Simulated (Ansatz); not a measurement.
`[SiH3][NH][AlH][SeH]` + CH₃OH → `C[O][AlH][SeH]` + `N[SiH3]`  (ligand exchange at the Al–N bond)

Program: Ansatz. Geometries: PBE0-D4/def2-TZVP. ΔE: electronic, gas phase. CCSD(T)/CBS adds triple-zeta CCSD(T) − MP2 to the extrapolated MP2 energy (def2 sets, frozen cores). This one scheme is used for every species. Functionals use def2-TZVPP. For Se outer-core shells are correlated without core-valence functions, which leaves a few kJ/mol of doubt a bond. Scalar relativity is left out up to krypton. One conformer a species, not always the lowest.

Is it downhill or uphill in electronic energy at CCSD(T)/CBS, and by how much? (Estimate.)

Ansatz gave: Downhill: ΔE = -6.7 kcal/mol.

What do these levels give: ωB97X-V, PBE, r2SCAN, MP2/def2-TZVPP, SCS-MP2/def2-QZVPP, MP2/CBS(def2)? (An estimate is asked.)

The calculation gave: ωB97X-V -7.6, PBE -7.6, r2SCAN -7.8, MP2/def2-TZVPP -6.9, SCS-MP2/def2-QZVPP -7.3, MP2/CBS(def2) -6.8 kcal/mol.

Largest T1 diagnostic among the species: 0.011.

In def2-TZVPP, CCSD(T) changes the Hartree–Fock value by +2.2 kcal/mol (the triples alone add +0.3 kcal/mol) and MP2 by +2.1 kcal/mol. The D4 term adds +1.2 kcal/mol with B3LYP and +0.6 kcal/mol with PBE0; it sums over pairs of atoms, weighted by their polarisabilities, and B3LYP, whose exchange is more repulsive, gets the larger term.

B3LYP here is the variant with VWN-RPA as its local correlation; programs differ in this.
